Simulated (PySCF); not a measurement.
## How methods differ on the fine-structure interval of Yb³⁺

Yb³⁺ [Xe] 4f13 [4f5/2^6 4f7/2^7, M_J = 7/2] → Yb³⁺ [Xe] 4f13 [4f5/2^5 4f7/2^8, M_J = 5/2], as a difference of total energies. Calculation: PySCF 2.14, in x2c-TZVPall-2c (11s11p10d4f1g, 131 functions); the two-component X2C-1e Hamiltonian. Correlated levels: [Ar] 3d10 frozen; the 18 highest virtual spinors dropped. "Screened" scales the spin-orbit matrix elements by Boettger's factors to mimic the two-electron term; Breit and QED terms are absent.

```json
{"method": "GHF (screened spin-orbit)", "fine-structure interval (cm⁻¹)": "11132"}
{"method": "GMP2 (screened spin-orbit)", "fine-structure interval (cm⁻¹)": "11032"}
{"method": "GHF (bare spin-orbit)", "fine-structure interval (cm⁻¹)": "18644"}
```
